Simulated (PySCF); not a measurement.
C3H11ClSi2, SMILES CC[Si@H](Cl)[SiH2]C.

Geometry: B3LYP-D3(BJ)/def2-SVP. The structure was generated by enumeration; whether it is a known compound was not checked. Other conformers were not sampled.

These are PBE/def2-TZVP (PySCF) values and carry that method's errors.

| Item | Value |
|---|---|
| total energy | -1159.59952 hartree |
| highest occupied level | -6.48 eV |
| lowest empty level | -1.13 eV |
| orbital gap | 5.35 eV |
| dipole moment | 1.43 D |
| quadrupole, principal values (traceless, Buckingham form, about the centre of nuclear charge) | -6.41, -0.77, 7.18 D·Å |
